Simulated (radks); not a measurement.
Charge is removed step by step from the 3p (averaged over the sub-levels emptied) level of the holmium ion Ho3+, starting from [Xe] 4f10. Calculated with a radial shooting solver on a logarithmic mesh with Libxc functionals: Dirac Kohn-Sham, LDA (Slater exchange, Perdew-Wang correlation), spin-unpolarised, spherical densities, point nucleus; open shells are shared between the two j in proportion to 2j + 1.

removed (e),E - E(0) (eV),eigenvalue (eV),E minus straight line (eV)
0,0.000,-1787.6,0.000
0.25,448.53,-1800.6,-4.970
0.5,900.33,-1813.9,-6.660
0.75,1355.5,-1827.3,-5.020
1,1814.0,-1840.9,0.000

Removing the whole electron costs 1814.0 eV by Delta-SCF, against 1787.6 eV from minus the eigenvalue at the starting occupation. Slater's transition state (half an electron removed) gives 1813.9 eV. Integrating minus the eigenvalue over the occupation (Janak's theorem) gives 1814.0 eV. The mean slope of the eigenvalue, de/dn, is 53.3 eV per electron.
